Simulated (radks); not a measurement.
Results of a calculation; reference values are marked as such.
Mo, 42 electrons, occupied as [Kr] 4d5 5s1 (the NIST ground configuration).

Level of theory: non-relativistic Kohn-Sham, PBE, spin-polarised, spherical densities, point nucleus; open shells are filled with parallel spins first (spin-orbit coupling, left out, can overturn this in heavy ions); relativity is left out, which matters for an element this heavy (a radial shooting solver on a logarithmic mesh with Libxc functionals).

Energy parts (eV):
| part | energy |
|---|---|
| total | -108223.301 |
| kinetic | 108172.615 |
| electron-nucleus | -257733.095 |
| Hartree | 44641.042 |
| exchange-correlation | -3303.863 |

Orbitals (lengths in bohr, moments of r in powers of bohr; r(90%) holds 90 % of the orbital's charge):
orbital  occ.  eigenvalue (eV)   <1/r>  r(90%)      <r^4>
1s up       1        -19324.37   41.49  0.0646  7.884e-06
1s down     1        -19324.37   41.49  0.0646  7.883e-06
2s up       1        -2682.678   9.350   0.244   0.001498
2s down     1        -2682.167   9.351   0.244   0.001497
2p up       3        -2470.787   9.343   0.221   0.001005
2p down     3        -2470.416   9.344   0.221   0.001005
3s up       1        -454.2513   3.241   0.650    0.07639
3s down     1        -453.9969   3.241   0.650    0.07625
3p up       3        -372.8571   3.149   0.658    0.07939
3p down     3        -372.5608   3.148   0.657    0.07918
3d up       5        -223.8019   2.969   0.662    0.08258
3d down     5        -223.3389   2.969   0.661    0.08209
4s up       1         -61.3067   1.187    1.66      3.309
4s down     1         -58.4923   1.199    1.65      3.216
4p up       3         -38.3740   1.068    1.87      5.255
4p down     3         -35.3171   1.080    1.85      5.110
4d up       5          -4.8200  0.7062    3.18      50.15
5s up       1          -4.2859  0.3552    5.42      372.5

The highest occupied level is 5s up at -4.286 eV. Summed over all electrons, <r^2> = 56.03 bohr^2, which gives a Langevin (diamagnetic) susceptibility term of -44.4 x 10^-6 cm^3/mol. Spin moment in Bohr magnetons: 6. The spin density at the nucleus is 3.896 e/bohr^3 (1s 0.016, 2s -0.457, 3s 0.209, 4s -1.669, 5s 5.797). The density falls to 0.001 e/bohr^3 at r = 4.64 bohr. The electron density at the nucleus is 5.168e+04 e/bohr^3. Virial ratio -V/T = 2.00047.
